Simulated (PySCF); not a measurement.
Isomers of C6H2F4, one GFN2-xTB conformer each. Single-point energies are computed at PBE0/pcSseg-1 (PySCF, gas phase, no added dispersion term), electronic only.

```json
{"SMILES": "Fc1cc(F)c(F)c(F)c1", "GFN2-xTB relative energy (kJ/mol)": "0.0"}
{"SMILES": "Fc1cc(F)c(F)cc1F", "GFN2-xTB relative energy (kJ/mol)": "0.2"}
{"SMILES": "Fc1ccc(F)c(F)c1F", "GFN2-xTB relative energy (kJ/mol)": "16.6"}
{"SMILES": "C#CC#C[C@@H](F)C(F)(F)F", "GFN2-xTB relative energy (kJ/mol)": "303.4"}
```

**Question.** What does PBE0/pcSseg-1 give for the same structures?

**Answer.** 
```
                 SMILES  PBE0/pcSseg-1 E (Eh)  PBE0/pcSseg-1 (kJ/mol)  GFN2-xTB (kJ/mol)  point group
     Fc1cc(F)c(F)c(F)c1            -628.48040                     0.0                0.0          C2v
       Fc1cc(F)c(F)cc1F            -628.47965                     2.0                0.2          D2h
       Fc1ccc(F)c(F)c1F            -628.47413                    16.4               16.6          C2v
C#CC#C[C@@H](F)C(F)(F)F            -628.37123                   286.6              303.4           C1
```

Both levels put the same isomer lowest; measured from each level's own lowest isomer, the values differ by up to 16.8 kJ/mol (C#CC#C[C@@H](F)C(F)(F)F: 303.4 against 286.6). As drawn, the lowest has an aromatic ring, which the highest lacks; the highest has a C≡C bond and two fluorines on one carbon, which the lowest lacks. Neighbours under 10 kJ/mol apart (Fc1cc(F)c(F)c(F)c1 and Fc1cc(F)c(F)cc1F) can change places with a better method, another conformer or zero-point energy.

**Question.** Which frontier levels, dipoles and rotational constants go with these structures?

**Answer.** 
```csv
SMILES,"HOMO (eV, PBE0/pcSseg-1)",LUMO (eV),dipole (D),"A, B, C (MHz)"
Fc1cc(F)c(F)c(F)c1,-7.68,-0.98,1.40,"1744, 1246, 726.9"
Fc1cc(F)c(F)cc1F,-7.51,-1.16,0.00,"2245, 1037, 709.3"
Fc1ccc(F)c(F)c1F,-7.67,-1.01,2.45,"2079, 1196, 759.2"
C#CC#C[C@@H](F)C(F)(F)F,-8.05,-1.66,2.49,"2721, 675.1, 605.3"
```

**Question.** As an exercise, what shares would exp(−E/RT) give at 2000 K from these electronic energies alone (no entropy, no degeneracies)?

**Answer.** RT = 16.629 kJ/mol: Fc1cc(F)c(F)c(F)c1 44.2 %, Fc1cc(F)c(F)cc1F 39.3 %, Fc1ccc(F)c(F)c1F 16.5 %, C#CC#C[C@@H](F)C(F)(F)F under 0.1 %.
